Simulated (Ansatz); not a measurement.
Reaction (substitution at a C–O bond): `C[O][K]` + `[OH][Sn][SH]` → `C[S][Sn][OH]` + `[OH][K]`

Computed with Ansatz on PBE0-D4/def2-TZVP structures; ΔE is electronic, products minus reactants. CBS: MP2 limit from def2 TZ/QZ plus the TZ coupled-cluster correction, frozen cores. DFT in def2-TZVPP. def2 core potentials past Kr. For K, Sn outer-core shells are correlated without core-valence functions, which leaves a few kJ/mol of doubt a bond. Scalar relativity is left out up to krypton. Each species was taken in one conformer, which may not be the lowest.

```
             level  ΔE (kcal/mol)
            PBE-D4           -7.9
         r2SCAN-D4           -7.6
           LC-ωPBE           -7.1
SCS-MP2/def2-TZVPP           -8.2
```

What does CCSD(T)/CBS give? (Best estimate.)

Ansatz gave: -9.9 kcal/mol. The listed levels differ from it by 2.0, 2.3, 2.8, 1.7 kcal/mol.

Largest T1 diagnostic among the species: 0.017.

The D4 term adds −1.5 kcal/mol with B3LYP and −0.8 kcal/mol with PBE0; it sums over pairs of atoms, weighted by their polarisabilities, and B3LYP, whose exchange is more repulsive, gets the larger term. In def2-TZVPP, CCSD(T) changes the Hartree–Fock value by −4.3 kcal/mol (the triples alone add −0.7 kcal/mol) and MP2 by −6.5 kcal/mol.

B3LYP here is the variant with VWN-RPA as its local correlation; programs differ in this.
